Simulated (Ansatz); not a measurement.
System: CH5Ga, charge 0, singlet. CH5Ga (SMILES [CH3][GaH2]).
B3LYP-D3(BJ)/def2-TZVP minimum from Ansatz (a first-principles code):
```xyz
7

Ga     0.0072    -0.2031    -0.3602
H     -1.3158    -0.3355    -1.2064
H      1.3378    -0.8297    -0.9244
C     -0.0211     0.7607     1.3684
H     -0.1021     1.8345     1.1753
H      0.8800     0.5878     1.9555
H     -0.8948     0.4756     1.9571
```

Hartree-Fock and CCSD(T) correlation energies in hartree (Ansatz). Open shells are spin-unrestricted; no spin-orbit coupling. Cores are frozen in correlated methods (noble-gas shells, and filled d and f shells in the p block). No relativity.

| basis | X | E(HF) | E(corr, CCSD(T)) |
|---|---|---|---|
| cc-pVTZ | 3 | -1964.05948 | -0.30922 |
| cc-pVQZ | 4 | -1964.06579 | -0.32314 |
| cc-pV5Z | 5 | -1964.06688 | withheld |

Problem. Fit E(corr) = E∞ + A/X³ to X = 3 and 4, predict X = 5, and compare with the run.

Solution. A = (-0.30922 - (-0.32314))/(1/27 - 1/64) = 0.6501; E∞ = -0.32314 - A/64 = -0.33330; at X = 5, E∞ + A/125 = -0.32810. The run gave -0.32729, 0.81 mEh above the prediction. The same form on X = 4 and 5 gives E∞ = -0.33164, 1.65 mEh above the first estimate.
